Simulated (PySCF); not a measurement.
These compounds are isomers of formula C5H10NPSi.

A. SMILES C(C=C)(=C)[Si@H](P)N=C
B. `InChI=1S/C5H10NPSi/c1-3-5(4-6)8(2)7/h3,5,8H,1,7H2,2H3/t5-,8+/m0/s1`
C. `[SiH2](/N=C/C(C=C)=C)P`

Spectrum 1. 13C{1H} NMR (computed): δ 138.1 (CH), 127.1 (CH2), 124.0 (C), 23.8 (CH), -6.1 (CH3).

Spectrum 2. 13C{1H} NMR (computed): δ 176.3 (CH), 152.3 (C), 138.4 (CH), 136.7 (CH2), 132.5 (CH2).

Spectrum 3. 13C{1H} NMR (computed): δ 173.7 (CH2), 152.4 (C), 149.4 (CH), 140.1 (CH2), 124.4 (CH2).

Relativity neglected, a single conformation, isolated molecule, averaged over atoms made equivalent by symmetry, fast rotation or ring inversion. Shieldings: GIAO PBE0/pcSseg-1; geometry from GFN2-xTB; PySCF.

Shifts are taken against calculated references (same method and geometry level): 13C vs TMS. Splittings of carbon signals by F and P are missing where no couplings were computed. Shifts are as computed. Against solution values, carbons near 30 ppm lie about +3 ppm off and those near 130 ppm about +5 ppm. Of 1309 compounds with measured shifts, 239 miss one by over three times the rms of a fit or turn the order of signals round; such compounds aren't used in these exercises.

Q: Which spectrum belongs to which compound?

A: 1–B, 2–C, 3–A.

- Spectrum 1 (B): 5 13C signals; δC 138.1 is an alkene CH; δC 127.1 is a terminal =CH2 carbon.
- Spectrum 2 (C): 5 13C signals; δC 152.3 is a fully substituted alkene carbon; δC 138.4 is an alkene CH.
- Spectrum 3 (A): 5 13C signals; δC 152.4 is a fully substituted alkene carbon; δC 149.4 is an alkene CH.
